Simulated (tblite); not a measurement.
C₇H₉FSi.
Cartesian coordinates in Å at the GFN2-xTB level; atoms count from 1:
```xyz
18
C7H9FSi angstrom
F     -1.0155    2.7058   -1.3135
C     -0.6880    1.6528   -0.5042
C     -1.6011    0.6905   -0.3920
C     -1.4601   -0.5369    0.4468
C     -0.8861   -1.6164   -0.4256
C      0.4178   -1.7968   -0.5729
Si     1.7459   -0.8414    0.3535
C      1.4980    1.0149    0.5856
C      0.5708    1.8841    0.1777
H     -2.5046    0.7868   -0.9784
H     -0.7900   -0.3408    1.2855
H     -2.4392   -0.8347    0.8252
H     -1.6062   -2.1976   -0.9896
H      0.7533   -2.5672   -1.2552
H      1.9073   -1.4142    1.7029
H      3.0046   -0.9918   -0.3929
H      2.3424    1.4627    1.1014
H      0.7418    2.9466    0.3338
```

Computed with GFN2-xTB (tblite): harmonic, unscaled wavenumbers at the GFN2-xTB geometry, gas phase. This tight-binding method is rough: wavenumbers can miss measured ones by several per cent, in bad cases by 10 to 20. Modes of hydrogen on silicon can be 10 to 20 % off. One conformer, not necessarily the lowest.

Harmonic wavenumbers (cm⁻¹): 44.4, 120.1, 181.4, 215.0, 261.6, 291.6, 353.5, 387.8, 433.4, 491.2, 511.0, 546.8, 611.5, 621.7, 650.6, 692.1, 748.0, 769.8, 780.4, 790.9, 835.0, 873.8, 932.4, 948.9, 974.6, 1027.7, 1091.9, 1100.0, 1168.7, 1225.8, 1244.1, 1263.3, 1304.1, 1332.5, 1373.3, 1460.2, 1652.0, 1680.4, 1693.7, 2159.9, 2195.2, 2979.9, 2983.8, 2996.3, 3013.5, 3026.1, 3047.9, 3076.7.

A = 2017, B = 1166, C = 830.1 MHz; mass 140.046 u (most abundant isotopes); point group C1, symmetry number 1.

Q: What is the zero-point energy?

A: Half the sum of the wavenumbers: 29082 cm⁻¹ = 347.90 kJ/mol.

Q: What is S at 298.15 K and 1 bar for an ideal gas of classical rigid rotors and harmonic oscillators?

A: Translation 170.49, rotation 123.38, vibration 100.61: S = 394.5 J/(mol K).

Q: And Cp and H(298.15 K) − H(0)?

A: Cp = 160.48 J/(mol K), of which vibrations give 127.23 (their classical limit is 48 R = 399.1); H(298.15 K) − H(0) = 27.03 kJ/mol without the zero-point energy, 17.11 from vibrations.

Q: What must be added to the electronic energy to get the Gibbs energy at 298.15 K and 1 bar?

A: ZPE + [H(298.15 K) − H(0)] − T·S = 347.90 + 27.03 − 117.62 = 257.31 kJ/mol.

Q: How do the functions run with temperature in this model?

A: 
```csv
T (K),S (J/(mol K)),Cp (J/(mol K)),H − H(0) (kJ/mol),G − H(0) (kJ/mol),ln q(vib)
100,280.8,65.9,4.72,-23.36,1.12
200,340.5,112.7,13.60,-54.50,3.03
300,395.5,161.3,27.32,-91.32,5.24
500,497.3,238.8,67.86,-180.80,10.08
800,626.2,308.0,150.91,-350.03,17.33
1000,698.2,336.8,215.56,-482.62,21.86
```

q(vib) and H(0) count from the zero-point level.

Q: Which modes carry the vibrational entropy at 298.15 K?

A: 44.4 cm⁻¹: 21.14; 120.1 cm⁻¹: 12.97; 181.4 cm⁻¹: 9.68; 215.0 cm⁻¹: 8.37; 261.6 cm⁻¹: 6.91; 291.6 cm⁻¹: 6.13 J/(mol K); the other 42 give 35.42 together.

Hindered rotation and anharmonicity are outside this model. Other conformers, if any are populated, would add a mixing term that is left out. The structure is chiral; the term R ln 2 for an equal mix with its mirror image is left out.
